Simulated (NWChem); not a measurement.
C2H7FSi; SMILES C[C@@H](F)[SiH3]

```xyz
11

C      1.1555    -1.2883     0.1297
C     -0.0348    -0.5030    -0.3970
F     -1.2216    -1.0293     0.1532
Si    -0.0164     1.3679     0.0374
H      1.2500    -1.1840     1.2296
H      1.0423    -2.3667    -0.1050
H      2.0968    -0.9308    -0.3351
H     -0.1028    -0.6214    -1.5043
H     -1.2649     2.0182    -0.4868
H      0.0425     1.5204     1.5321
H      1.1880     2.0314    -0.5790
```
Atoms are numbered in this order, from 1.

Program: NWChem. Geometry: optimised at PBE-D3(BJ)/def2-SVP. B3LYP is NWChem's, with the RPA form of VWN correlation. Level: B3LYP/def2-SVP with SMD (1 M gas to 1 M solution), gas-phase geometry. Reactions with the solvent are ignored.

| solvent | dielectric constant | solvation free energy (kcal/mol) | cavity-dispersion-structure term (kcal/mol) | dipole in solution (D) |
|---|---|---|---|---|
| water | 78.4 | 1.0 | 3.7 | 2.19 |
| benzene | 2.27 | -2.3 | -0.9 | 1.93 |
| methanol | 32.6 | -2.8 | -0.1 | 2.18 |
| 2-propanol | 19.3 | -2.9 | -0.3 | 2.16 |
| ethanol | 24.9 | -2.9 | -0.2 | 2.17 |
